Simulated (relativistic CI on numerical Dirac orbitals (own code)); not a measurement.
# Hyperfine structure of Pb42+, mass number 207

Computed by Dirac-Coulomb-Breit CI, separate exchange-only KLI orbitals for each configuration, QED by a radiative potential, unscaled Slater integrals (own radial code, finite nucleus).

Configuration list (outside the closed core [Ar] 3d10): 4s2.4p6.4d4, 4s2.4p6.4d3.4f, 4s2.4p5.4d5, 4s.4p6.4d5, 4s.4p6.4d4.4f, 4s2.4p6.4d3.5s, 4s2.4p6.4d3.5d, 4s2.4p6.4d3.5g, 4p6.4d6, 4p5.4d7, 4s2.4p6.4d2.5s2, 4s2.4p6.4d.4f.5s2, 4s.4p6.4d2.4f.5s2, 4s2.4p6.4d.5s2.5d. Double excitations out of closed p, d and f shells are left out; levels of such configurations are missing from the list, as are those of other unlisted configurations, and high levels can miss mixing partners.

Nuclear spin I = 1/2, μ = 0.5906 μN (tables of Stone and Pyykkö). The electronic factors are computed for point nuclear moments, without core polarisation or the Bohr-Weisskopf and QED corrections.

```json
{"Level": "4s2.4p6.4d4 5D_1", "E (cm⁻¹)": "218912", "A (MHz)": "-3155"}
{"Level": "4s2.4p6.4d4 5D_2", "E (cm⁻¹)": "475272", "A (MHz)": "8033"}
{"Level": "4s2.4p6.4d4 3H_5", "E (cm⁻¹)": "509641", "A (MHz)": "26830"}
{"Level": "4s2.4p6.4d4 1I_6", "E (cm⁻¹)": "523630", "A (MHz)": "28560"}
{"Level": "4s2.4p6.4d4 3G_4", "E (cm⁻¹)": "541834", "A (MHz)": "30690"}
```

Levels with J = 0, under 50 % of one LS term, or S terms without an open s electron are left out. Small factors come from cancelling terms and can be off by tens of per cent or more.

At this charge energies of transitions that change n are usually good to better than 1 %, and those within a shell (Δn = 0) to a few per cent.

Q: Give the hyperfine levels of 4s2.4p6.4d4 3H_5 relative to its centre of gravity.

A: With K = F(F + 1) − I(I + 1) − J(J + 1), E = AK/2: F = 9/2: -80490, F = 11/2: 67080 MHz.

LS names give the leading component of a level, which can be under half, so a name can repeat, a term be missing and a line seem to break the LS rules.
